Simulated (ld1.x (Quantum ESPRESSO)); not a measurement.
## bismuth (Bi): one change to a TM potential, before and after

ld1.x (Quantum ESPRESSO) 7.5 input, shortened:

```
&input
   title='Bi', zed=83., rel=1, dft='PBE', iswitch=3,
   config='[Xe] 4f14 5d10 6s2 6p3 6d-2'
 /
 &inputp
   pseudotype=2, tm=.true., lloc=2,
   nlcc=.true., new_core_ps=.true., rcore=1.70
 /
3
6S  1  0   2.00   0.00  1.80  1.80  0.0
6P  2  1   3.00   0.00  2.65  2.65  0.0
6D  3  2  -2.00  -0.20  2.70  2.70  0.0
 &test
   configts(1)='6s2 6p3'
 /
```

Change: reference 6s2 6p0.

Cutoffs: the cutoffs (Ry, on a coarse ladder) from which the occupation-weighted sum of valence levels, in a spherical-Bessel basis at the reference potential, stays within 10 and 1 mRy of its value at 400 Ry; they do not see the model core or the augmentation charge, which bear on the density cutoff. Errors are all-electron minus pseudo energies relative to the spin-unpolarised reference configuration.

Problem. What does the change do?

Solution. The potential gets harder (25 Ry and 50 Ry → 30 Ry and 50 Ry); the bound ghost in p, s disappears; the number of tests that count goes from 6 to 7; the range in which the s phases agree narrows (upper end 0.9 → -2.3); the range in which the p phases agree narrows (upper end 2.1 → -0.0).

```tsv
quantity	base	changed
cutoff, loose	25 Ry	30 Ry
cutoff, tight	50 Ry	50 Ry
bound ghosts	s, p	none
tests counted (converged, no solver errors)	6 of 7	7 of 7
s: phases at 2.97 bohr within 0.05 rad from the reference energy up to (Ry; the scan ends near 5)	0.9	-2.3
p: phases at 2.97 bohr within 0.05 rad from the reference energy up to (Ry; the scan ends near 5)	2.1	-0.0
d: phases at 2.97 bohr within 0.05 rad from the reference energy up to (Ry; the scan ends near 5)	0.2	2.1
```

Base: Tests not counted: 6s1 6p0 (solver errors, printed error -7.6 eV). A true bound ghost makes a file unfit for plane-wave use even where its test errors are small: the radial tests pick states by their node count and pass the ghost by. Where a test does run into it, the solver fails or the error is huge.
